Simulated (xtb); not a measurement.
CH₃Cl₃Sn, charge +1, doublet, at a GFN2-xTB geometry (such geometries of metal compounds can be far from the true shape) (a state made from the parent by changing its charge; the spin is typed, not shown lowest). Base run: GFN2-xTB run with xtb.

Here is a job for xtb.
```
$ xtb mol.xyz --gfn 2 --chrg 1 --uhf 1 --json

# file mol.xyz
8

C     -2.42894918    -0.34951557     0.10512035
Sn    -0.11256443    -0.01619755     0.00487158
Cl     0.69693254    -1.41027332    -1.66927410
Cl     0.22416278     2.22841157    -0.49496942
Cl     0.74012552    -0.57909556     2.09234901
H     -2.52298231    -1.39404234     0.38209361
H     -2.75334588     0.35236142     0.86586213
H     -2.76250924    -0.11507398    -0.90004999
```

Each row names what was changed in the base input (with any setting that the change needs).

```json
[
 {"change": "base", "ΔE vs base (kcal/mol)": "0.000", "G_solv (kcal/mol)": "-", "SCF cycles": "19"},
 {"change": "acc = 0.1", "ΔE vs base (kcal/mol)": "0.000", "G_solv (kcal/mol)": "-", "SCF cycles": "24"},
 {"change": "gbsa = methanol", "ΔE vs base (kcal/mol)": "-53.62", "G_solv (kcal/mol)": "-57.21", "SCF cycles": "20"},
 {"change": "file = coord", "ΔE vs base (kcal/mol)": "0.000", "G_solv (kcal/mol)": "-", "SCF cycles": "19"},
 {"change": "gbsa = acetonitrile", "ΔE vs base (kcal/mol)": "-52.25", "G_solv (kcal/mol)": "-54.36", "SCF cycles": "20"},
 {"change": "etemp = 1000", "ΔE vs base (kcal/mol)": "-1.36", "G_solv (kcal/mol)": "-", "SCF cycles": "19"},
 {"change": "etemp = 3000", "ΔE vs base (kcal/mol)": "-9.76", "G_solv (kcal/mol)": "-", "SCF cycles": "17"}
]
```

ALPB and GBSA are two models with their own fitted parameters for each solvent, which aren't always the measured dielectric constant.
